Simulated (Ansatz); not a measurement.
`CB([SiH3])S` + NH₃ → `CB(N)S` + SiH₄ at 600 K and 1 bar (cleavage of the B–Si bond).

Gas-phase electronic energies from Ansatz, PBE0-D4/def2-TZVP geometries. CCSD(T)/CBS adds triple-zeta CCSD(T) − MP2 to the extrapolated MP2 energy (def2 sets, frozen cores). This one scheme is used for every species. Each species was taken in one conformer, which may not be the lowest.

```tsv
species	CCSD(T)/CBS energy (Eh)	H − E (kJ/mol)	S (J/(mol·K))
`CB([SiH3])S`	-753.93554	261.1	448.1
NH₃	-56.50880	112.4	219.5
`CB(N)S`	-519.02643	259.5	403.5
SiH₄	-291.46306	108.7	242.3
```

H − E and S are ideal-gas, rigid-rotor, harmonic terms from PBE0-D4/def2-TZVP, for one conformer and one mirror image of each species. 1 Eh = 2625.50 kJ/mol, R = 8.31446 J/(mol·K).

Question: By hand: ΔE, ΔH, ΔS and ΔG.

Answer: ΔE = (-519.02643) + (-291.46306) − (-753.93554) − (-56.50880) = -0.04515 Eh = -118.5 kJ/mol. Δ(H − E) = 259.5 + 108.7 − 261.1 − 112.4 = -5.3, so ΔH = -123.8 kJ/mol. ΔS = 403.5 + 242.3 − 448.1 − 219.5 = -21.8 J/(mol·K). ΔG = -123.8 − 600 × (-21.8)/1000 = -110.7 kJ/mol.

Question: By hand: the equilibrium constant, and the temperature at which ΔG would vanish if ΔH and ΔS stayed fixed.

Answer: log₁₀ K = −ΔG/(RT ln 10) = 9.6. ΔG = 0 at ΔH/ΔS = 5679 K, far beyond where these terms or the molecules hold.

ΔH outweighs TΔS. A doubt of 5 kJ/mol in ΔE shifts log₁₀ K by 0.4 here. Other conformers and mirror images would add mixing entropy, several J/(mol·K) or more a flexible species. Modes under 60 cm⁻¹, often nearly free rotors, make the harmonic entropy too high. These are equilibria of isolated gas molecules and say nothing of rates. Largest T1 diagnostic: 0.014 (customary marks: 0.02 for closed shells, 0.045 for open ones).
